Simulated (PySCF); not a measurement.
**Radial density of Br⁺ (bromine, charge +1)**

UHF, [Ar] 3d10 4s2 4p4, high-spin 3P determinant. Calculation: PySCF 2.14, in aug-cc-pVQZ-PP with one added diffuse shell each of s, p, d, f, g type with ECP10MDF (8s7p6d4f3g, 114 functions); scalar relativity through the core potential. This is the valence pseudo-density: the core potential removes the inner electrons and smooths the orbitals near the nucleus.

| r (bohr) | 4πr²ρ (e/bohr) | 4πr²(ρα − ρβ) |
| --- | --- | --- |
| 0.000958 | 6.987e-05 | 0.0000 |
| 0.00161 | 0.0001937 | 0.0000 |
| 0.00271 | 0.0005221 | 0.0000 |
| 0.00456 | 0.001343 | 0.0000 |
| 0.00767 | 0.003278 | 0.0000 |
| 0.0129 | 0.007257 | 0.0000 |
| 0.0217 | 0.01420 | 0.0000 |
| 0.0365 | 0.02714 | 0.0000 |
| 0.0614 | 0.1028 | 0.0001 |
| 0.103 | 0.8158 | 0.0001 |
| 0.174 | 5.280 | 0.0085 |
| 0.292 | 21.16 | 0.1250 |
| 0.491 | 34.28 | 0.1670 |
| 0.827 | 12.42 | 0.0866 |
| 1.39 | 4.589 | 1.1766 |
| 2.34 | 2.090 | 0.7728 |
| 3.93 | 0.1492 | 0.0546 |
| 6.62 | 0.0006768 | 0.0001 |

Energies and moments cover only the electrons outside the core potential.
